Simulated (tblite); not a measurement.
C8H5FO2.
Z-matrix (Å and degrees, GFN2-xTB geometry), rows numbered from 1:
```
F 
C   1  1.3374
C   2  1.4101  1  126.22
C   3  1.3625  2  104.72  1  -179.93
O   4  1.3407  3  111.29  2    -0.05
C   5  1.3505  4  107.97  3     0.05
C   6  1.4355  2  130.59  1    -0.10
C   7  1.3744  6  130.03  2    -0.02
C   8  1.4111  7  105.89  6   179.98
C   9  1.3624  8  106.07  7     0.02
O  10  1.3408  9  110.90  8    -0.02
H   3  1.0694  2  127.05  1     0.04
H   4  1.0713  3  131.60  2   179.94
H   8  1.0700  7  126.55  6     0.03
H   9  1.0703  8  126.95  7   179.98
H  10  1.0719  9  131.98  8  -179.96
```

All values are computed: GFN2-xTB (tblite) harmonic vibrations without scaling, gas phase. Against measured fundamentals such values can be off by several per cent, at times by over 20. One conformer, not necessarily the lowest.

Harmonic wavenumbers (cm⁻¹): 55.1, 107.2, 113.5, 268.4, 277.9, 362.8, 391.4, 507.8, 583.7, 595.7, 607.6, 653.4, 654.8, 761.6, 765.9, 819.0, 826.3, 846.4, 849.3, 860.0, 903.8, 1027.2, 1045.3, 1056.9, 1083.9, 1119.6, 1140.2, 1201.9, 1223.7, 1236.4, 1302.1, 1374.3, 1403.7, 1470.1, 1498.7, 1559.7, 1608.9, 3170.6, 3178.3, 3189.1, 3199.3, 3205.0.

A = 2537, B = 834.1, C = 627.7 MHz; mass 152.027 u (most abundant isotopes); point group Cs, symmetry number 1.

**Question.** Zero-point energy?

**Answer.** ½Σν̃ = 24053 cm⁻¹ = 287.74 kJ/mol.

**Question.** Entropy at 500 K, 1 bar (ideal gas, RRHO, classical rotation)?

**Answer.** Translation 182.26, rotation 131.43, vibration 165.57: S = 479.3 J/(mol K).

**Question.** And Cp and H(500 K) − H(0)?

**Answer.** Cp = 220.07 J/(mol K), of which vibrations give 186.81 (their classical limit is 42 R = 349.2); H(500 K) − H(0) = 61.93 kJ/mol without the zero-point energy, 45.31 from vibrations.

**Question.** Blend soft modes into free rotors: weight 1/[1 + (100 cm⁻¹/ν̃)⁴] for the oscillator and the rest for a rotor with moment μB/(μ + B), μ = h/(8π²ν), B = 10⁻⁴⁴ kg m². What vibrational entropy results?

**Answer.** 155.70 J/(mol K) in place of 165.57, which changes −T·S at 500 K by +4.93 kJ/mol.

**Question.** How do the functions run with temperature in this model?

**Answer.** 
```tsv
T (K)	S (J/(mol K))	Cp (J/(mol K))	H − H(0) (kJ/mol)	G − H(0) (kJ/mol)	ln q(vib)
100	283.5	63.0	4.73	-23.61	1.11
200	337.6	99.7	12.75	-54.77	2.87
300	386.5	144.6	24.95	-90.98	4.79
800	598.1	283.1	138.55	-339.96	15.50
1000	664.1	307.1	197.72	-466.33	19.59
```

q(vib) and H(0) count from the zero-point level.

**Question.** What must be added to the electronic energy to get the Gibbs energy at 500 K and 1 bar?

**Answer.** ZPE + [H(500 K) − H(0)] − T·S = 287.74 + 61.93 − 239.63 = 110.04 kJ/mol.

**Question.** Which modes carry the vibrational entropy at 500 K?

**Answer.** 55.1 cm⁻¹: 23.64; 107.2 cm⁻¹: 18.13; 113.5 cm⁻¹: 17.66; 268.4 cm⁻¹: 10.67; 277.9 cm⁻¹: 10.39; 362.8 cm⁻¹: 8.32 J/(mol K); the other 36 give 76.77 together.

Hindered rotation and anharmonicity are outside this model. Other conformers, if any are populated, would add a mixing term that is left out.
